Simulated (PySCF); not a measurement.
**Al2H2NF5**

The system: Al2H2NF5, a molecule; neutral, singlet. The structure, one conformer, was relaxed in the gas phase by PBE0-D3(BJ)/def2-SVP. No frequency run checks that it is a minimum.

SMILES: [NH2][Al-]1([F])[F+][Al-]([F])([F])[F+]1

```tsv
atom	x (Å)	y (Å)	z (Å)
F1	2.574	0.432	2.038
Al2	1.348	-0.433	1.360
F3	1.016	-1.995	1.764
F4	1.268	-0.244	-0.428
Al5	-0.313	0.688	-0.583
F6	0.054	2.257	-0.957
N7	-1.616	-0.221	-1.315
F8	-0.183	0.505	1.246
H9	-2.240	0.165	-2.013
H10	-1.866	-1.180	-1.110
```

Shieldings: GIAO PBE0/pcSseg-1. Shifts are against computed references at the same level: H TMS (σ 31.27 ppm). Core levels by delta-SCF with SCAN, pcX-2 on the ionised atom and pcseg-1 elsewhere, spin-free X2C (2p3/2 is the spin-free 2p value less a third of a first-order spin-orbit splitting); from the vacuum level, for chosen atoms.

(1) Give the NMR and core-level values of the distinct atoms.

(2) By CAM-B3LYP/def2-SVPD (TDDFT singlets, Tamm-Dancoff triplets, ionisation by delta-SCF), where does absorption start, and what does vertical ionisation take?

Results:

(1) 
```csv
atoms,bonded to,σ (ppm),δ (ppm),core level (eV)
F1,1 Al,389.7,-,1s 692.67
Al2,4 F,526.6,-,-
F3,1 Al,388.3,-,-
F4 F8,2 Al,364.7,-,1s 694.73
Al5,3 F + 1 N,495.2,-,2p3/2 82.75
F6,1 Al,384.2,-,1s 692.28
N7,1 Al + 2 H,272.7,-,1s 405.21
H9,1 N,31.05,0.22,-
H10,1 N,31.14,0.13,-
```

Values are those of this one static structure; atoms that internal rotation interchanges would show their mean in an NMR spectrum.

(2) The lowest singlet lies at 6.19 eV (f 0.062), the strongest of the first 6 at 8.61 eV (f 0.065), the lowest triplet at 5.76 eV; vertical ionisation takes 10.91 eV.

The 3 runs behind this took 110 s in all, one thread each of Arm Neoverse V2 on a shared host, launched as `OMP_NUM_THREADS=1 python cluster_run.py task.json out`.
